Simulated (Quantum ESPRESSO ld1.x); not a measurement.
Question: Radial electron density D(r) = 4 pi r^2 rho(r) of an atom or ion with 3 electrons. All-electron calculation, scalar-relativistic Kohn-Sham, PBEsol, spin-unpolarised, spherical densities, point nucleus. Program: ld1.x of Quantum ESPRESSO 7.5.

r (bohr)  D(r) (e/bohr)
0.003969          3.105
0.004404          3.705
0.004926          4.468
0.005466          5.298
0.006114          6.341
0.006784          7.461
0.007588          8.845
0.00842           10.31
0.009417          12.08
0.01045           13.90
0.01169           16.06
0.01297           18.21
0.01451           20.65
0.0161            22.99
0.018             25.50
0.01998           27.73
0.02234           29.91
0.02479           31.60
0.02773           32.92
0.03077           33.55
0.03442           33.48
0.03819           32.62
0.04272           30.84
0.0474            28.44
0.05301           25.17
0.05882           21.72
0.0658            17.82
0.07301           14.34
0.08166           11.03
0.09061           8.593
0.1013            6.771
0.1125            5.820
0.1258            5.453
0.1396            5.499
0.1561            5.678
0.1732            5.725
0.1937            5.469
0.215             4.901
0.2405            4.003
0.2668            3.043
0.2984            2.046
0.3311            1.277
0.3704           0.6810
0.411            0.3357
0.4597           0.1352
0.5101          0.05000
0.5705          0.01430
0.6331         0.003719
0.7081        0.0006990
0.7857        0.0001180

What is the nuclear charge?

Answer: Z = 30. The innermost maximum, from 1s, lies near gamma/Z bohr with gamma = sqrt(1 - (Z/c)^2) = 0.976, here 0.0325 bohr (found: 0.0323), and its height grows with Z. The density is that of the zinc ion Zn27+ in [He] 2s1; the configuration itself is not fixed sharply by these data, and Z only to about a unit. D(r) has 2 maxima, at r = 0.0323, 0.168 bohr, and minima at 0.130 bohr, inside which lie 2.12 electrons.
